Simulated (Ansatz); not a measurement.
The first iterations of a band of C2H6BNS (11 atoms, charge 0, multiplicity 1).

These are results of UHF/cc-pVDZ (Ansatz 0.2.0), not measurements.

```
movable images  : 7
climbing image  : yes
spring          : 5.0 eV/Å²
optimiser       : quadratic models (default)
start path      : through a guess of the saddle point
force threshold : 0.05 eV/Å
iteration limit : 60
end points      : relaxed
```

Image 0:

```xyz
11
Properties=species:S:1:pos:R:3
C -0.981 0.723 0.957
C 0.204 -0.098 0.502
N 1.214 0.582 -0.338
B 0.589 -0.465 -0.950
S 0.599 -1.471 -2.443
H -0.714 1.379 1.792
H -1.359 1.348 0.147
H -1.791 0.071 1.293
H 0.606 -0.748 1.283
H 2.134 0.882 -0.096
H -0.435 -2.261 -2.127
```

Image 8:

```xyz
11
Properties=species:S:1:pos:R:3
C -1.110 0.694 1.106
C -0.224 0.024 0.130
N 1.243 0.384 -0.113
B 0.385 -0.734 -0.832
S 0.831 -1.922 -2.140
H -0.745 0.603 2.135
H -1.239 1.760 0.892
H -2.096 0.228 1.065
H 1.465 1.253 -0.572
H 1.928 0.153 0.588
H -0.373 -2.500 -2.238
```

| iteration | highest image above the first end (eV) | largest band force component (eV/Å) |
| --- | --- | --- |
| 1 | 11.714 | 45.489 |
| 2 | 4.758 | 5.675 |
| 3 | 4.305 | 3.676 |
| 4 | 4.115 | 2.238 |
| 5 | 3.934 | 2.416 |
| 6 | 3.587 | 1.755 |
| 7 | 3.189 | 2.365 |
| 8 | 3.055 | 1.988 |
| 9 | 2.800 | 1.874 |
| 10 | 2.557 | 1.775 |
| 11 | 2.415 | 1.792 |
| 12 | 2.236 | 0.945 |
| 13 | 2.580 | 1.334 |

Q: Does the band converge within its limit, and where does its top end?

A: It converged. It ended after 41 iterations with the highest image 1.468 eV above the first end. The profile has 2 maxima (images 2, 7) with wells between them (image 3): this band takes more than one step, which may be the mechanism or a detour left from its start path. A vibrational analysis at the climbing image gives one clearly imaginary mode, 199i cm⁻¹: a first-order saddle point. The orbitals stay closed-shell, which can raise the energy where a bond breaks towards radicals; this wasn't checked here.

Run time: 12 min on 2 threads of AMD EPYC 7R43 64-Core Processor (Zen 3), on a shared host, peak memory 0.33 GiB.
